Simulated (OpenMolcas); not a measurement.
# Nd4+: from CASSCF to CASPT2

```
Program             : OpenMolcas
Basis               : ANO-R2 [8s7p4d3f1g]
Scalar Hamiltonian  : X2C, finite nucleus
Active space        : 2 electrons in 14 orbitals (4f 5f)
State averaging     : 2S+1 = 3 even, 18 roots; 2S+1 = 1 even, 27 roots
Spin-orbit coupling : state interaction with AMFI integrals over the reference wave functions, term energies averaged over their components
```

Methods on the same reference wave functions:
A. CASSCF
B. SS-CASPT2, IPEA 0.25 Eh, imaginary shift 0.1 Eh (closed shells correlated: 5s 5p)

Energies in cm-1 above 4f2 3H4, the measured ground level; measured values from the list in Carvajal Gallego et al., Mon. Not. R. Astron. Soc. 518, 332 (2023).

| Level | A | B | Measured |
| --- | --- | --- | --- |
| 4f2 3H4 | 0.0 | 0.0 | 0.0 |
| 4f2 3H5 | 2988 | 2990 | 2834 |
| 4f2 3H6 | 6098 | 6100 | 5743 |
| 4f2 3F2 | 7720 | 6550 | 5894 |
| 4f2 3F3 | 9640 | 8500 | 7785 |

Deviations, from unrounded energies. A percentage is the sum of absolute deviations over the sum of measured energies, with the sign that they share, or ± where signs differ.

```json
{"Against measurement": "mean absolute deviation (cm-1)", "Levels": "4", "A": "1000", "B": "470"}
{"Against measurement": "fine structure of the ground term (%)", "Levels": "2", "A": "+5.9", "B": "+6.0"}
{"Against measurement": "other terms of the ground configuration (%)", "Levels": "2", "A": "+26.9", "B": "+10.1"}
```

B lies closest to measurement on these levels. The largest miss of B in the table is 4f2 3F3, by +720 cm-1. The ranking rests on the paired levels alone, and a cruder setting can come out closer through cancelling errors.

The lowest spin-free term lies below A's lowest term by 0.230 hartree in B.

CASPT2 does not keep the components of a term degenerate, so their means are used; among the terms shown or strongly mixed into the levels shown the widest spread is 28 cm-1 (4f2 3H, B). Active for correlation alone: 5f; no level in the range computed is led by a configuration that fills it, so any true level of that kind is missing. Without dynamic correlation excited terms often stand tens of per cent too high (terms of higher spin than the ground term too low), and those without a measured partner can miss by more than the paired ones (holds for A). Computed and measured levels are paired by configuration, term and J; levels that our copy of the source lacks, or whose pairing is in doubt (as where it misses far off the trend of its configuration), stay unpaired and out of the deviations. Levels of configurations outside the active space are missing. The table leaves out levels that lie high or whose names do not pair safely across all columns.
